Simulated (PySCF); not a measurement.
Rows and methods have been separated. Pair them.

C5H12Si.
SMILES with atom numbers: `[CH2:1]=[CH:2][Si:3]([CH3:4])([CH3:5])[CH3:6]` (hydrogens: H7, H8 on C1; H9 on C2; H10, H11, H12 on C4; H13, H14, H15 on C5; H16, H17, H18 on C6)

Structure used (PBE0-D3(BJ)/def2-SVP), in Å, numbered top down from 1:
```xyz
18
C5H12Si angstrom
C      2.490   -0.484    0.468
C      1.418    0.240    0.809
Si    -0.273    0.107    0.001
C     -0.750    1.788   -0.703
C     -1.535   -0.398    1.306
C     -0.221   -1.178   -1.371
H      3.458   -0.373    0.970
H      2.454   -1.229   -0.336
H      1.541    0.965    1.627
H     -1.747    1.753   -1.171
H     -0.026    2.117   -1.465
H     -0.778    2.555    0.088
H     -1.562    0.329    2.133
H     -2.548   -0.455    0.875
H     -1.289   -1.383    1.731
H      0.507   -0.905   -2.151
H      0.051   -2.171   -0.981
H     -1.208   -1.266   -1.852
```

The closed-shell ground state was solved 5 times with PySCF (density fitting, gas phase), always in the pcSseg-1 basis (169 functions), with these functionals: B3LYP, CAM-B3LYP, HF, PBE and PBE0.

```json
{"row": "P", "total energy (Eh)": "-486.7914", "HOMO (eV)": "-6.46", "LUMO (eV)": "-1.11", "dipole (D)": "0.20"}
{"row": "Q", "total energy (Eh)": "-487.2611", "HOMO (eV)": "-7.36", "LUMO (eV)": "-0.31", "dipole (D)": "0.15"}
{"row": "R", "total energy (Eh)": "-486.8549", "HOMO (eV)": "-7.60", "LUMO (eV)": "-0.10", "dipole (D)": "0.15"}
{"row": "S", "total energy (Eh)": "-485.2229", "HOMO (eV)": "-10.01", "LUMO (eV)": "3.73", "dipole (D)": "0.10"}
{"row": "T", "total energy (Eh)": "-487.1121", "HOMO (eV)": "-8.92", "LUMO (eV)": "1.08", "dipole (D)": "0.13"}
```

Problem. Which functional belongs to which row?

Solution. P = PBE, Q = B3LYP, R = PBE0, S = HF, T = CAM-B3LYP. By rising HOMO–LUMO gap: PBE (GGA) 5.35 eV; B3LYP (global hybrid, 20 % exact exchange) 7.05 eV; PBE0 (global hybrid, 25 % exact exchange) 7.50 eV; CAM-B3LYP (range-separated hybrid) 10.00 eV; HF (all exact exchange) 13.74 eV. Total energies of different functionals aren't bounds to one another; each is stationary for its own functional.
